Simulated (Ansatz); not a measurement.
Two isomers of CH4ClFOSeTi: A = `C[Se][Ti]([OH])([F])[Cl]`, B = `C[O][Ti]([F])([Cl])[SeH]`.

Isolated molecules relaxed with PBE0-D4/def2-TZVP in Ansatz; ΔE leaves out vibrations. CCSD(T)/CBS adds triple-zeta CCSD(T) − MP2 to the extrapolated MP2 energy (def2 sets, frozen cores). Functionals use def2-TZVPP. B3LYP here is the variant with VWN-RPA as its local correlation; programs differ in this. For Se, Ti outer-core shells are correlated without core-valence functions, which leaves a few kJ/mol of doubt a bond. Scalar relativity is left out up to krypton. Each species was taken in one conformer, which may not be the lowest.

(1) Which isomer does CCSD(T)/CBS put lower? Give the gap. (Best estimate.)

(2) Give E(B) − E(A) in kJ/mol with ωB97M-V, B3LYP-D4, PBE-D4, B3LYP, CCSD(T)/def2-TZVPP, CCSD/def2-TZVPP, PBE0-D4. (Estimate.)

Largest T1 diagnostic: 0.023.

Results:

(1) Computed: A, by 31.5 kJ/mol.

(2) Computed: ωB97M-V 29.6, B3LYP-D4 25.2, PBE-D4 29.1, B3LYP 21.0, CCSD(T)/def2-TZVPP 27.3, CCSD/def2-TZVPP 26.2, PBE0-D4 28.4. None reverses the order clearly.

The D4 term adds +4.2 kJ/mol with B3LYP and +2.0 kJ/mol with PBE0; it sums over pairs of atoms, weighted by their polarisabilities, and B3LYP, whose exchange is more repulsive, gets the larger term. In def2-TZVPP, CCSD(T) changes the Hartree–Fock value by +14.4 kJ/mol (the triples alone add +1.1 kJ/mol) and MP2 by +19.7 kJ/mol.
